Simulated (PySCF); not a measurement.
Level of theory: TPSSh-D3(BJ)/def2-TZVP // CAM-B3LYP-D3(BJ)/def2-TZVP in PySCF. Gas-phase values, no solvent. One relaxed conformer stands for a flexible species; it need not be the lowest. 

Reference species (SMILES): `[InH3]` (neutral, multiplicity 1).

```yaml
HOMO–LUMO gap: 5.47 eV
HOMO: -7.64 eV
LUMO: -2.17 eV
```

Changed species: `[InH2][NH2]` (whole molecule; the reference has whole molecule).

**Question.** Predict the effect on the HOMO–LUMO gap, HOMO and LUMO.

**Answer.** the HOMO–LUMO gap drops by 0.60 eV, to 4.87 eV; the HOMO increases by 1.44 eV, to -6.20 eV; the LUMO rises by 0.84 eV, to -1.33 eV.
